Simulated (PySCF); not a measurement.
## Bond curve of KI⁺

Set-up: K x2c-SVPall, I x2c-SVPall; spin-free X2C with a Gaussian nucleus (PySCF 2.14). Energies in eV from K⁺ + I in their ground configurations at the same level. State: ²Π (doublet), unpaired electrons π ↑.

All columns are r²SCAN. A positive dipole points towards I; it is taken about the centre of mass and depends on that origin.

| R (Å) | E (eV) | μ (D) | Mulliken charge on K (basis-dependent) | HOMO (eV) | LUMO (eV) | Mayer bond order | ⟨S²⟩ |
| --- | --- | --- | --- | --- | --- | --- | --- |
| 3.106 | -0.108 | -9.68 | 0.89 | -11.40 | -10.85 | 0.23 | 0.75 |
| 3.251 | -0.210 | -10.21 | 0.88 | -11.24 | -10.69 | 0.23 | 0.75 |
| 3.395 | -0.262 | -10.77 | 0.88 | -11.09 | -10.54 | 0.23 | 0.75 |
| 3.504 | -0.280 | -11.19 | 0.88 | -10.98 | -10.43 | 0.23 | 0.75 |
| 3.612 | -0.285 | -11.62 | 0.89 | -10.88 | -10.32 | 0.22 | 0.75 |
| 3.720 | -0.282 | -12.05 | 0.89 | -10.77 | -10.22 | 0.21 | 0.75 |
| 3.865 | -0.269 | -12.64 | 0.90 | -10.63 | -10.08 | 0.20 | 0.75 |
| 4.045 | -0.245 | -13.39 | 0.91 | -10.47 | -9.92 | 0.18 | 0.75 |
| 4.262 | -0.212 | -14.31 | 0.92 | -10.29 | -9.73 | 0.15 | 0.75 |
| 4.551 | -0.168 | -15.54 | 0.94 | -10.05 | -9.50 | 0.12 | 0.75 |

A fit through these points gives, at Re = 3.621 Å, μ = -11.65 D and dμ/dR = -4.00 D/Å; the reduced mass is 29.81 u.

**Question.** How strong is the fundamental in the double-harmonic approximation, I = 42.26·(dμ/dR)²/μred km/mol?

**Answer.** I = 42.26·(-4.00)²/29.81 = 22.7 km/mol at r²SCAN.

The bond is weak. Basis-set superposition, not corrected here, can be much of De in a small basis, most of all at correlated wavefunction levels. These are scalar-relativistic numbers at best; spin–orbit coupling would shift them, the dissociation energy most. For an ion De counts to the pair picked by the measured ionisation energies or electron affinities, which need not be the lowest pair at this level. The state was picked by a PBE0 search and need not be the measured ground state.
